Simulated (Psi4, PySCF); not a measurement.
Two rigid molecules brought together: H4Ge ··· O2S (SMILES [GeH4] and O=S=O). Monomers: optimised at B3LYP-D3(BJ) (def2-TZVP), held rigid. Orientation: lowest of the rigid-body minima from ten starts at GFN2-xTB. Only R, the distance of the centres of mass, is varied, so the lowest point isn't the relaxed dimer. The table gives interaction energies.

```json
[
 {"R / Å": "2.40", "A": "230.87", "B": "172.59", "C": "250.64"},
 {"R / Å": "2.57", "A": "135.36", "B": "102.97", "C": "159.31"},
 {"R / Å": "2.81", "A": "56.80", "B": "47.84", "C": "81.90"},
 {"R / Å": "3.00", "A": "23.15", "B": "24.95", "C": "47.25"},
 {"R / Å": "3.23", "A": "1.85", "B": "10.36", "C": "23.56"},
 {"R / Å": "3.43", "A": "-6.50", "B": "4.05", "C": "12.49"},
 {"R / Å": "3.73", "A": "-9.88", "B": "-0.02", "C": "4.53"},
 {"R / Å": "3.98", "A": "-8.83", "B": "-1.11", "C": "1.78"},
 {"R / Å": "4.49", "A": "-4.35", "B": "-1.16", "C": "0.09"},
 {"R / Å": "5.16", "A": "-0.90", "B": "-0.50", "C": "-0.13"},
 {"R / Å": "6.20", "A": "-0.03", "B": "-0.07", "C": "-0.06"},
 {"R / Å": "7.48", "A": "-0.01", "B": "-0.01", "C": "-0.02"}
]
```

Energies in kJ/mol.

Task: Assign the columns to these levels of theory: HF/aug-cc-pVDZ, counterpoise-corrected (Psi4); Psi4 with PBE/def2-TZVP, counterpoise-corrected; restricted B3LYP/3-21G, no counterpoise correction (PySCF).

Result: A is RKS-B3LYP/3-21G; B is PBE/def2-TZVP; C is HF/aug-cc-pVDZ.
